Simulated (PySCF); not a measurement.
**Static response to an electric field**

C2H11O2PSi3.
Numbering: `[CH3:1][O:2][C:3](=[O:4])[SiH2:5][P:6]([SiH3:7])[SiH3:8]` (hydrogens: H9, H10, H11 on C1; H12, H13 on Si5; H14, H15, H16 on Si7; H17, H18, H19 on Si8)

Cartesian coordinates in Å at the PBE0-D3(BJ)/def2-SVP level; atoms count from 1:
```
atom  x, y, z in Å
C1     3.687    0.029    1.242
O2     2.803   -0.008    0.127
C3     1.512    0.195    0.389
O4     1.086    0.410    1.499
Si5    0.367    0.066   -1.157
P6    -1.358    1.420   -0.673
Si7   -2.877    0.325   -1.938
Si8   -1.959    0.424    1.282
H9     4.689   -0.164    0.845
H10    3.650    1.013    1.732
H11    3.413   -0.738    1.981
H12    1.084    0.508   -2.386
H13   -0.010   -1.377   -1.294
H14   -3.045   -1.104   -1.526
H15   -2.424    0.362   -3.363
H16   -4.188    1.028   -1.815
H17   -1.501   -0.995    1.363
H18   -3.458    0.422    1.263
H19   -1.501    1.223    2.449
```

Level: CAM-B3LYP/def2-SVPD (PySCF), static field, nuclei fixed, core orbitals frozen in the response. The polarisability tensor in these axes (au):

```
x   168.88  -4.19   9.81
y    -4.19 114.96   1.86
z     9.81   1.86 149.14
```

What are the eigenvalues, a third of the trace, and Δα (Δα² = ½Σ(αi − αj)² over the three pairs)?

Principal values 114.43, 145.45 and 173.10 au; mean 144.33 au = 21.39 Å³ = 23.80 × 10⁻⁴⁰ C²·m²/J; Δα = 50.84 au (35 % of the mean).

What is the dipole moment, and where does it point?

(1.77, -0.79, -0.43) D, 1.99 D in size, pointing from the negative to the positive side. Measured along this direction, the outermost atoms are H16 at the negative end and H9 at the positive end.

Find the Langevin capture rate constant for H3O+ (19.018 u) meeting this molecule (181.980 u), k = 2.342 × 10⁻⁹ cm³/s × √(α in Å³ / reduced mass in u).

The reduced mass is 17.22 u, so k = 2.61 × 10⁻⁹ cm³/s. The formula leaves out the permanent dipole, which adds to the capture rate.

Directions of the eigenvectors, and the extent of the frame along each?

Largest value along (0.93, -0.05, 0.37), where the nuclei span 9.28 Å; middle along (-0.37, 0.11, 0.92), 5.49 Å; least along (0.09, 0.99, -0.08), 2.61 Å. The response follows the extents in order.

What are the principal values of the traceless quadrupole moment, Θ = ½Σq(3rr − r²1), about the centre of nuclear charge?

-7.33, -5.24, 12.57 D·Å. The values depend on the origin, since the dipole doesn't vanish. The electronic extent ⟨r²⟩ about the same centre is 2525 bohr², a root-mean-square distance of 2.71 Å for the 96 electrons.

What depolarisation ratio follows for Rayleigh scattering of linearly polarised light, taking the static tensor?

ρ = 3Δα²/(45ᾱ² + 4Δα²) = 7752.6/(937375 + 10336.8) = 0.00818.

Geometry: PBE0-D3(BJ)/def2-SVP, one conformer, isolated molecule.
